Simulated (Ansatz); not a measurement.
B₆N₆H₁₈, a cluster cut from wurtzite BN (hydrogen-capped) was relaxed with r2SCAN-D4 (def2-SVP) in Ansatz in these states: charge +1 doublet, neutral singlet. The geometries follow in no particular order.

A:

```xyz
30

N    -1.5527   -0.7935    0.9351
B    -0.2695   -1.6305    0.5189
B    -1.0764   -0.4009   -1.6510
N     0.0407   -1.3121   -0.9736
N     0.9247   -1.0571    1.3938
B     1.4857   -0.6735   -1.1765
B    -1.4001    0.7651    0.6744
N    -1.0321    0.9609   -0.8261
N    -0.1546    1.2299    1.5422
B     1.1949    0.4890    1.1548
B     0.3693    1.6917   -1.0230
N     1.4301    0.6990   -0.3702
H    -2.2908   -1.0997    0.2858
H    -1.8837   -1.0108    1.8765
H    -0.4403   -2.8173    0.7594
H    -2.1928   -0.9359   -1.5253
H    -0.8310   -0.2087   -2.8271
H     0.0453   -2.1855   -1.5003
H     0.8487   -1.3013    2.3826
H     1.7662   -1.5315    1.0376
H     2.3511   -1.4195   -0.6835
H     1.7172   -0.4797   -2.3551
H    -2.4099    1.3560    1.0303
H    -1.7274    1.5705   -1.2566
H    -0.3415    1.2210    2.5463
H    -0.0014    2.2139    1.2804
H     2.1109    0.8750    1.8672
H     0.6071    1.8725   -2.2025
H     0.3712    2.7754   -0.4113
H     2.3412    1.1377   -0.5033
```

B:

```xyz
30

N     0.610   -1.338    1.340
B     1.518   -0.900    0.124
B    -0.856   -1.564   -0.905
N     0.629   -0.943   -1.169
N     1.899    0.618    0.388
B     0.265    0.372   -1.821
B    -0.722   -0.484    1.485
N    -1.503   -0.554    0.120
N    -0.227    1.011    1.699
B     0.636    1.573    0.500
B    -1.722    0.865   -0.534
N    -0.204    1.396   -0.813
H     0.328   -2.311    1.169
H     1.134   -1.376    2.219
H     2.507   -1.594    0.030
H    -0.718   -2.704   -0.470
H    -1.497   -1.600   -1.943
H     1.055   -1.568   -1.855
H     2.506    0.709    1.209
H     2.494    0.947   -0.381
H     1.038    0.786   -2.729
H    -0.545    0.233   -2.807
H    -1.380   -0.863    2.431
H    -2.443   -0.917    0.302
H     0.241    1.131    2.602
H    -1.066    1.600    1.765
H     0.968    2.723    0.688
H    -2.342    0.770   -1.581
H    -2.279    1.678    0.200
H    -0.325    2.304   -1.265
```

Task: Judge from the bond lengths which geometry belongs to which state (an estimate).

Result: A is the neutral singlet (B6–N12 1.593 Å, N4–B6 1.593 Å, B6–H22 1.217 Å); B is the charge +1 doublet (B6–N12 1.512 Å, N4–B6 1.512 Å, B6–H22 1.283 Å).
